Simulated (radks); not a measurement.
The numbers below are computed, except where a source is named.
Problem. Species: Bi19+. Configuration: [Kr] 4d10 4f14 5s2 5p2. Code: a radial shooting solver on a logarithmic mesh with Libxc functionals. Model: Dirac Kohn-Sham, PBE, spin-unpolarised, spherical densities, point nucleus; open shells are shared between the two j in proportion to 2j + 1. Some entries of the table are withheld. Estimate them.

| orbital | occ. | eigenvalue (eV) | <r> (bohr) | r(max) (bohr) |
|---|---|---|---|---|
| 1s1/2 | 2 | -90968.27 | 0.01578 | 0.009650 |
| 2s1/2 | 2 | -16689.75 | 0.06574 | 0.05639 |
| 2p1/2 | 2 | -16051.31 | 0.05387 | 0.04118 |
| 2p3/2 | 4 | -13730.08 | 0.06291 | 0.04901 |
| 3s1/2 | 2 | -4352.322 | 0.1708 | 0.1586 |
| 3p1/2 | 2 | -4064.503 | 0.1614 | 0.1477 |
| 3p3/2 | 4 | -3543.943 | 0.1778 | 0.1635 |
| 3d3/2 | 4 | -3074.014 | 0.1543 | 0.1268 |
| 3d5/2 | 6 | -2963.525 | 0.1593 | 0.1310 |
| 4s1/2 | 2 | -1321.567 | 0.3754 | (1) |
| 4p1/2 | 2 | -1196.171 | 0.3760 | 0.3529 |
| 4p3/2 | 4 | -1066.640 | 0.4097 | 0.3844 |
| 4d3/2 | 4 | -862.7921 | 0.4116 | (2) |
| 4d5/2 | 6 | -838.3621 | 0.4220 | (3) |
| 4f5/2 | 6 | -572.8806 | 0.4230 | 0.3362 |
| 4f7/2 | 8 | -567.0700 | 0.4282 | 0.3404 |
| 5s1/2 | 2 | -544.2064 | 0.7677 | 0.7414 |
| 5p1/2 | 0.666667 | -495.8726 | 0.7955 | 0.7649 |
| 5p3/2 | 1.33333 | -462.2362 | 0.8508 | 0.8228 |

Solution. 
(1) 4s1/2 r(max) (bohr): 0.3556
(2) 4d3/2 r(max) (bohr): 0.3746
(3) 4d5/2 r(max) (bohr): 0.3841
